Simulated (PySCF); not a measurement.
## Polarisability and C₆ of Si⁻ (silicon, charge -1)

[Ne] 3s2 3p3, high-spin 4S determinant. Computed with PySCF 2.14 in dyall-acv3z (19s12p6d4f, 113 functions), with the spin-free X2C one-electron Hamiltonian (Gaussian nucleus). Coupled (time-dependent) response in atomic units; α is the mean over directions.

| method | mean α (bohr³) | C₆ (like pair) | S(−4) |
| --- | --- | --- | --- |
| UHF | 114.3 | 1557 | 6945 |

S(−4) is the Cauchy moment in α(ω) = α(0) + S(−4) ω² + …

α(iu) at UHF:

```csv
u (hartree),α(iu) (bohr³)
0,114.3
0.0500,100.3
0.100,77.46
0.200,46.06
0.300,29.22
0.500,14.15
0.750,7.290
1.00,4.429
1.50,2.165
2.00,1.309
3.00,0.6611
5.00,0.2917
```

A single London oscillator, α(iu) = α/(1 + u²/ω²), gives C₆ = (3/4) ω α². Matching the computed C₆ needs ω = 4 × 1557 / (3 × 114.3²) = 0.159 hartree.

For an ion, C₆ is the dispersion term alone; charge-induced terms of lower order in 1/R come first.
